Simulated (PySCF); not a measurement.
Compound: SeOF2.
SMILES: `O=[Se](F)F`

The closed-shell ground state was solved at several levels (PySCF, density fitting, gas phase). Isolated species at its PBE0-D3(BJ)/def2-SVP geometry, gas phase. The calculation is non-relativistic and has no spin–orbit coupling, an omission that weighs most on selenium.

```
                       level  basis functions  HOMO (eV)  LUMO (eV)  gap (eV)  dipole (D)
B3LYP/pcJ-1 (pcSseg-1 on Se)              122      -9.45      -2.51      6.94        2.84
               PBE0/pcSseg-1               92      -9.75      -2.30      7.45        2.81
              PBE0/def2-SVPD              110      -9.93      -2.53      7.40        2.76
```

What might wB97X-D/pcSseg-1 (92 basis functions) give for the same quantities?

HOMO -11.67 eV, LUMO -0.48 eV, gap 11.19 eV, dipole 2.92 D.

Over all these levels, which gives the widest orbital gap and which the narrowest?

wB97X-D/pcSseg-1 (range-separated hybrid) has the widest, 11.19 eV, and B3LYP/pcJ-1 (pcSseg-1 on Se) (global hybrid, 20 % exact exchange) the narrowest, 6.94 eV. Functional and basis both differ between the two, so the spread mixes both effects.

How far do the dipole and the HOMO energy spread over the levels?

The dipole runs from 2.76 to 2.92 D (mean 2.83 D) and the HOMO from -11.67 to -9.45 eV.
